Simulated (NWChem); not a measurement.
System: HTeF; SMILES F[TeH]

NWChem printed, in part:

```
             Northwest Computational Chemistry Package (NWChem) 7.3.0
             --------------------------------------------------------

 CS  symmetry detected

                             Geometry "geometry" -> ""
                             -------------------------

 Output coordinates in angstroms (scale by  1.889725989 to convert to a.u.)

  No.       Tag          Charge          X              Y              Z
 ---- ---------------- ---------- -------------- -------------- --------------
    1 Te                  52.0000    -0.02968974    -0.27999998     0.00000000
    2 H                    1.0000     1.63623515    -0.40780600     0.00000000
    3 F                    9.0000    -0.01026316     1.66308942     0.00000000

 Effective nuclear repulsion energy (a.u.)     145.7172901257

      Symmetry information
      --------------------

 Group name             Cs
 Group number              2
 Group order               2
 No. of unique centers     3

                                 NWChem DFT Module
                                 -----------------

 Summary of "ao basis" -> "ao basis" (spherical)
 ------------------------------------------------------------------------------
       Tag                 Description            Shells   Functions and Types
 ---------------- ------------------------------  ------  ---------------------
 Te                         def2-svp                10       26   4s4p2d
 H                          def2-svp                 3        5   2s1p
 F                          def2-svp                 6       14   3s2p1d

      Symmetry analysis of basis
      --------------------------

        a'         32
        a"         13

            General Information
            -------------------
          SCF calculation type: DFT
          Wavefunction type:  closed shell.
          No. of atoms     :     3
          No. of electrons :    34
           Alpha electrons :    17
            Beta electrons :    17
          Charge           :     0
          Spin multiplicity:     1
          Use of symmetry is: on ; symmetry adaption is: on
          Maximum number of iterations: 150
          AO basis - number of functions:    45
                     number of shells:    19
          Convergence on energy requested:  1.00D-06
          Convergence on density requested:  1.00D-05
          Convergence on gradient requested:  5.00D-04

              XC Information
              --------------
                         B3LYP Method XC Potential
                     Hartree-Fock (Exact) Exchange  0.200
                        Slater Exchange Functional  0.800 local
                    Becke 1988 Exchange Functional  0.720 non-local
              Lee-Yang-Parr Correlation Functional  0.810
                  VWN I RPA Correlation Functional  0.190 local

             Grid Information
             ----------------
          Grid used for XC integration:  medium
          Radial quadrature: Mura-Knowles
          Angular quadrature: Lebedev.
          Tag              B.-S. Rad. Rad. Pts. Rad. Cut. Ang. Pts.
          ---              ---------- --------- --------- ---------
          Te                  1.40      123           7.0       590
          H                   0.35       45           7.0       434
          F                   0.50       49           8.0       434
          Grid pruning is: on
          Number of quadrature shells:   217
          Spatial weights used:  Erf1

      Superposition of Atomic Density Guess
      -------------------------------------

 Sum of atomic energies:        -411.01550878

      Non-variational initial energy
      ------------------------------

 Total energy =    -366.719220
 1-e energy   =    -742.379450
 2-e energy   =     307.436786
 HOMO         =      -0.231589
 LUMO         =      -0.092076

      Symmetry analysis of molecular orbitals - initial
      -------------------------------------------------

  Numbering of irreducible representations:

     1 a'          2 a"

  Orbital symmetries:

     1 a'          2 a'          3 a'          4 a'          5 a"
     6 a'          7 a'          8 a'          9 a"         10 a"
    11 a'         12 a'         13 a'         14 a"         15 a'
    16 a'         17 a"         18 a'         19 a'         20 a'
    21 a'         22 a"         23 a'         24 a"         25 a'
    26 a"         27 a'

   convergence    iter        energy       DeltaE   RMS-Dens  Diis-err
 ---------------- ----- ----------------- --------- --------- ---------
 d= 0,ls=0.0,diis     1   -368.3835833487 -4.37D+02  3.15D-02  4.02D-01
 d= 0,ls=0.0,diis     2   -368.2561406157  1.27D-01  1.71D-02  1.83D+00
 d= 0,ls=0.0,diis     3   -368.4378563081 -1.82D-01  2.36D-03  1.04D-02
 d= 0,ls=0.0,diis     4   -368.4388668485 -1.01D-03  6.63D-04  7.69D-04
 d= 0,ls=0.0,diis     5   -368.4389704048 -1.04D-04  1.53D-04  2.12D-05
  Resetting Diis
 d= 0,ls=0.0,diis     6   -368.4389740015 -3.60D-06  5.11D-05  3.44D-06
 d= 0,ls=0.0,diis     7   -368.4389746532 -6.52D-07  9.77D-06  4.22D-08

         Total DFT energy =     -368.438974653173
      One electron energy =     -743.075342766830
           Coulomb energy =      338.119814260840
    Exchange-Corr. energy =      -31.706890404340
 Nuclear repulsion energy =       68.223444257158

 Numeric. integr. density =       33.999992658124

                  Occupations of the irreducible representations
                  ----------------------------------------------

                     irrep           alpha         beta
                     --------     --------     --------
                     a'               12.0         12.0
                     a"                5.0          5.0

                       DFT Final Molecular Orbital Analysis
                       ------------------------------------

 Vector   15  Occ=2.000000D+00  E=-3.959806D-01  Symmetry=a"
              MO Center= -1.0D-02,  1.5D+00, -2.1D-15, r^2= 8.1D-01
   Bfn.  Coefficient  Atom+Function         Bfn.  Coefficient  Atom+Function
  ----- ------------  ---------------      ----- ------------  ---------------
    37      0.627082  3 F  pz                40     -0.438530  3 F  pz
    13     -0.161474  1 Te pz                16     -0.140643  1 Te pz
    10      0.066119  1 Te pz                23     -0.059748  1 Te d -1
     7      0.051959  1 Te pz                18      0.046844  1 Te d -1

 Vector   16  Occ=2.000000D+00  E=-3.431439D-01  Symmetry=a'
              MO Center=  2.7D-01,  2.8D-01,  1.1D-15, r^2= 2.7D+00
   Bfn.  Coefficient  Atom+Function         Bfn.  Coefficient  Atom+Function
  ----- ------------  ---------------      ----- ------------  ---------------
    35      0.402959  3 F  px                11      0.349099  1 Te px
    27      0.321353  2 H  s                 38     -0.294493  3 F  px
     3     -0.260454  1 Te s                  4     -0.247625  1 Te s
    28      0.224760  2 H  s                  8     -0.134898  1 Te px
    14      0.135449  1 Te px                12      0.116305  1 Te py

 Vector   17  Occ=2.000000D+00  E=-2.305523D-01  Symmetry=a"
              MO Center= -4.9D-03, -1.8D-01, -2.7D-15, r^2= 2.4D+00
   Bfn.  Coefficient  Atom+Function         Bfn.  Coefficient  Atom+Function
  ----- ------------  ---------------      ----- ------------  ---------------
    13      0.600244  1 Te pz                16      0.525634  1 Te pz
    10     -0.230977  1 Te pz                37      0.229895  3 F  pz
    40     -0.182820  3 F  pz                 7     -0.179678  1 Te pz
    23     -0.037623  1 Te d -1

 Vector   18  Occ=0.000000D+00  E=-9.449292D-02  Symmetry=a'
              MO Center= -4.4D-02, -1.7D-01, -1.0D-15, r^2= 2.9D+00
   Bfn.  Coefficient  Atom+Function         Bfn.  Coefficient  Atom+Function
  ----- ------------  ---------------      ----- ------------  ---------------
    15      0.677036  1 Te py                12      0.470013  1 Te py
    36     -0.313438  3 F  py                34     -0.275781  3 F  s
    39      0.270036  3 F  py                 3      0.222993  1 Te s
    14     -0.200943  1 Te px                 9     -0.188997  1 Te py
    28      0.180383  2 H  s                  6     -0.145871  1 Te py

 Vector   19  Occ=0.000000D+00  E=-1.501992D-02  Symmetry=a'
              MO Center=  5.6D-01, -3.1D-01, -2.9D-16, r^2= 3.6D+00
   Bfn.  Coefficient  Atom+Function         Bfn.  Coefficient  Atom+Function
  ----- ------------  ---------------      ----- ------------  ---------------
    28      1.179641  2 H  s                 14     -0.936303  1 Te px
     4     -0.482527  1 Te s                  3     -0.434633  1 Te s
    11     -0.399868  1 Te px                27      0.301520  2 H  s
     2      0.151321  1 Te s                  8      0.150732  1 Te px
     1      0.132806  1 Te s                 15     -0.119899  1 Te py

 Vector   20  Occ=0.000000D+00  E= 2.160269D-01  Symmetry=a'
              MO Center=  2.6D-01, -3.0D-01, -7.2D-15, r^2= 3.5D+00
   Bfn.  Coefficient  Atom+Function         Bfn.  Coefficient  Atom+Function
  ----- ------------  ---------------      ----- ------------  ---------------
     4     -2.091845  1 Te s                  3      2.042618  1 Te s
     2     -0.333849  1 Te s                 14     -0.316462  1 Te px
    24     -0.292962  1 Te d  0              27      0.288986  2 H  s
    34      0.267789  3 F  s                  1     -0.249682  1 Te s
    26      0.180622  1 Te d  2              12     -0.146796  1 Te py

     Multipole analysis of the density
     ---------------------------------

     L   x y z        total         alpha         beta         nuclear
     -   - - -        -----         -----         ----         -------
     0   0 0 0     -0.000000    -17.000000    -17.000000     34.000000

     1   1 0 0      0.069448     -0.750753     -0.750753      1.570953
     1   0 1 0     -0.968765     -7.892108     -7.892108     14.815450
     1   0 0 1     -0.000000     -0.000000     -0.000000      0.000000

     2   2 0 0    -21.788076    -15.713848    -15.713848      9.639620
     2   1 1 0     -0.363006      0.927970      0.927970     -2.218947
     2   1 0 1     -0.000000     -0.000000     -0.000000      0.000000
     2   0 2 0    -24.338419    -60.272701    -60.272701     96.206983
     2   0 1 1      0.000000      0.000000      0.000000      0.000000
     2   0 0 2    -25.070838    -12.535419    -12.535419      0.000000

                                 NWChem DFT Module
                                 -----------------

      Symmetry analysis of basis
      --------------------------

        a'         32
        a"         13

            General Information
            -------------------
          SCF calculation type: DFT
          Wavefunction type:  spin polarized.
          No. of atoms     :     3
          No. of electrons :    33
           Alpha electrons :    17
            Beta electrons :    16
          Charge           :     1
          Spin multiplicity:     2
          Use of symmetry is: on ; symmetry adaption is: on
          Maximum number of iterations: 150
          AO basis - number of functions:    45
                     number of shells:    19
          Convergence on energy requested:  1.00D-06
          Convergence on density requested:  1.00D-05
          Convergence on gradient requested:  5.00D-04

              XC Information
              --------------
                         B3LYP Method XC Potential
                     Hartree-Fock (Exact) Exchange  0.200
                        Slater Exchange Functional  0.800 local
                    Becke 1988 Exchange Functional  0.720 non-local
              Lee-Yang-Parr Correlation Functional  0.810
                  VWN I RPA Correlation Functional  0.190 local

             Grid Information
             ----------------
          Grid used for XC integration:  medium
          Radial quadrature: Mura-Knowles
          Angular quadrature: Lebedev.
          Tag              B.-S. Rad. Rad. Pts. Rad. Cut. Ang. Pts.
          ---              ---------- --------- --------- ---------
          Te                  1.40      123           7.0       590
          H                   0.35       45           7.0       434
          F                   0.50       49           8.0       434
          Grid pruning is: on
          Number of quadrature shells:   217
          Spatial weights used:  Erf1

      Superposition of Atomic Density Guess
      -------------------------------------

 Sum of atomic energies:        -411.01550878

 Renormalizing density from      34.00 to     33

      Non-variational initial energy
      ------------------------------

 Total energy =    -362.703098
 1-e energy   =    -720.544760
 2-e energy   =     289.618218
 HOMO         =      -0.591080
 LUMO         =      -0.463952

   Symmetry analysis of molecular orbitals - initial alpha
   -------------------------------------------------------

  Numbering of irreducible representations:

     1 a'          2 a"

  Orbital symmetries:

     1 a'          2 a'          3 a'          4 a'          5 a"
     6 a'          7 a'          8 a'          9 a"         10 a"
    11 a'         12 a'         13 a'         14 a"         15 a'
    16 a'         17 a"         18 a'         19 a'         20 a'
    21 a'         22 a"         23 a'         24 a"         25 a'
    26 a"         27 a'

   Symmetry analysis of molecular orbitals - initial beta
   ------------------------------------------------------

  Numbering of irreducible representations:

     1 a'          2 a"

  Orbital symmetries:

     1 a'          2 a'          3 a'          4 a'          5 a"
     6 a'          7 a'          8 a'          9 a"         10 a"
    11 a'         12 a'         13 a'         14 a"         15 a'
    16 a'         17 a"         18 a'         19 a'         20 a'
    21 a'         22 a"         23 a'         24 a"         25 a'
    26 a"         27 a'

   convergence    iter        energy       DeltaE   RMS-Dens  Diis-err
 ---------------- ----- ----------------- --------- --------- ---------
 d= 0,ls=0.0,diis     1   -367.9386816446 -4.36D+02  2.97D-02  4.33D-01
                                                     3.45D-02  4.36D-01
 d= 0,ls=0.0,diis     2   -365.8750078956  2.06D+00  2.48D-02  5.32D+00
                                                     2.97D-02  4.49D+00
 d= 0,ls=0.0,diis     3   -368.0945909404 -2.22D+00  4.42D-03  1.94D-02
                                                     4.23D-03  1.80D-02
 d= 0,ls=0.0,diis     4   -368.1004117336 -5.82D-03  1.39D-03  6.48D-03
                                                     1.47D-03  6.44D-03
 d= 0,ls=0.0,diis     5   -368.1034348353 -3.02D-03  2.78D-04  2.77D-04
                                                     2.77D-04  2.65D-04
  Resetting Diis
 d= 0,ls=0.0,diis     6   -368.1035863937 -1.52D-04  5.66D-05  1.91D-05
                                                     9.85D-05  2.19D-05
 d= 0,ls=0.0,diis     7   -368.1035977639 -1.14D-05  2.05D-05  3.08D-07
                                                     1.80D-05  2.39D-07
 d= 0,ls=0.0,diis     8   -368.1035976541  1.10D-07  9.94D-06  8.71D-07
                                                     1.34D-05  1.04D-06
 d= 0,ls=0.0,diis     9   -368.1035980181 -3.64D-07  6.44D-06  4.28D-08
                                                     4.23D-06  1.71D-08

         Total DFT energy =     -368.103598018080
      One electron energy =     -732.854234594601
           Coulomb energy =      327.915636092771
    Exchange-Corr. energy =      -31.388443773408
 Nuclear repulsion energy =       68.223444257158

 Numeric. integr. density =       32.999992636869

                  Occupations of the irreducible representations
                  ----------------------------------------------

[...]
```

Level: B3LYP/def2-SVP with def2 effective core potentials on Te, vertical spin-unrestricted ions. Geometry: optimised at PBE0/def2-SVP. No frequency run checked for a minimum. B3LYP is NWChem's, with the RPA form of VWN correlation. def2 effective core potentials on Te; no spin-orbit coupling.

Problem. Write an input that gives this output.

Solution. This is not unique; one that fits is the input that was run:
```
start job
memory heap 200 mb stack 900 mb global 1100 mb
geometry units angstroms noautoz
  Te    -0.020082    -0.235327     0.000000
  H      1.649298    -0.304685     0.000000
  F     -0.068748     1.707250     0.000000
end
basis spherical
  * library def2-svp
end
ecp
  Te library def2-ecp
end
dft
  xc b3lyp
  iterations 150
  vectors input atomic output neutral.movecs
end
task dft energy
charge 1
dft
  odft
  mult 2
  vectors input atomic output cation.movecs
end
task dft energy
```
